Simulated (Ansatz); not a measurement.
HSi, SMILES `[SiH+]` (lower singlet) (charge 1, multiplicity 1). This singlet lies 2.27 eV below the relaxed triplet at the level composite: frozen-core CCSD(T) with HF/cc-pV5Z and the correlation energy extrapolated as X^-3 from cc-pVQZ and cc-pV5Z, plus full CI minus CCSD(T) in cc-pVDZ // B3LYP-D3(BJ)/def2-TZVP (Ansatz, a program for electronic structure).

Calculation: frozen-core CCSDT(Q)/cc-pVTZ // B3LYP-D3(BJ)/def2-TZVP run with Ansatz.

Ansatz 0.2 input:
```yaml
crystal:
  periodic: [false, false, false]
  atoms:
    - { symbol: Si, position_ang: [0.75746, -0.000004, -0.000003] }
    - { symbol: H, position_ang: [-0.75746, 0.000004, 0.000003] }
basis:
  gaussian: { orbitals: cc-pVTZ }
correlation:
  method: ccsdt_q
total_charge: 1
```

Output:

```
Functional definition: HF
521 factors; integrals over basis functions are off by at most 2.2e-7 eV
mean field evaluation 1: about -7868.2391 eV, gradient 7.8e0 eV
mean field evaluation 2: about -7868.2398 eV, gradient 7.8e0 eV
mean field evaluation 4: about -7868.5474 eV, gradient 3.9e-1 eV
mean field evaluation 8: about -7868.5483 eV, gradient 6.0e-5 eV
mean field evaluation 16: about -7868.5483 eV, gradient 1.5e-6 eV
mean field -7868.54831764 eV, -289.1638171795 hartree, gradient 1.5e-6 eV, S^2 0.000000; 0 other end points of the search recorded, 0 dependent functions left out; unrestricted orbitals would lower it
5 core orbitals not correlated
reference -7868.54831764 eV, -289.1638171795 hartree; 2, 2 occupied and 41, 41 virtual orbitals, 521 factors
second order -1.89749854 eV of doubles, -0.00000000 eV of singles
cycle   1  -2.28644358 eV  change   -3.9e-1 eV  update   6.2e-2
cycle   2  -2.55822760 eV  change   -2.7e-1 eV  update   3.0e-2
cycle   3  -2.56151299 eV  change   -3.3e-3 eV  update   6.4e-3
cycle   4  -2.56472386 eV  change   -3.2e-3 eV  update   2.4e-3
cycle   5  -2.56421899 eV  change    5.0e-4 eV  update   8.0e-4
cycle   6  -2.56369791 eV  change    5.2e-4 eV  update   3.0e-4
cycle   7  -2.56391179 eV  change   -2.1e-4 eV  update   1.2e-4
cycle   8  -2.56392063 eV  change   -8.8e-6 eV  update   3.3e-5
cycle   9  -2.56390146 eV  change    1.9e-5 eV  update   7.5e-6
cycle  10  -2.56390282 eV  change   -1.4e-6 eV  update   2.1e-6
cycle  11  -2.56390218 eV  change    6.4e-7 eV  update   6.0e-7
cycle  12  -2.56390225 eV  change   -6.5e-8 eV  update   1.5e-7
perturbative correction -0.00138702 eV, -0.0000509721 hartree
Total energy: -7871.11360691 eV, -289.2580898214 hartree
```
